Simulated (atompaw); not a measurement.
**An all-electron radial function and its pseudo partner (carbon (C))**

Columns: radius, all-electron u(r) and pseudo u(r) of the 2p shell (level -5.51 eV) of carbon in the configuration [He] 2s1.5 2p2.5; PBE, scalar-relativistic, PAW (atompaw) scheme, atompaw 4.2.0.5.

```tsv
r (bohr)	all-electron	pseudo
0.115	0.0604	0.0016
0.231	0.1797	0.0064
0.346	0.3055	0.0143
0.462	0.4196	0.0255
0.577	0.5128	0.0398
0.692	0.5861	0.0571
0.808	0.6414	0.0776
0.923	0.6788	0.1009
1.038	0.7010	0.1269
1.154	0.7106	0.1556
1.269	0.7098	0.1861
1.385	0.7008	0.2187
1.500	0.6858	0.2521
1.615	0.6661	0.2859
1.731	0.6430	0.3193
1.846	0.6179	0.3507
1.962	0.5910	0.3794
2.077	0.5636	0.4036
2.192	0.5360	0.4220
2.308	0.5082	0.4335
2.423	0.4811	0.4371
2.538	0.4546	0.4325
2.654	0.4288	0.4202
2.769	0.4041	0.4020
2.885	0.3802	0.3800
3.000	0.3575	0.3575
```

How many radial nodes do the two functions have?

The all-electron 2p function has n − l − 1 = 0; the pseudo-wave has 0.

Where does each function peak?

Outermost all-electron maximum near 1.15 bohr, pseudo maximum near 2.42 bohr (to the table’s step).

Is the pseudo-wave norm-conserving?

No, it belongs to a PAW set: the norm inside the radius is not constrained, and the difference is carried by the augmentation charge.
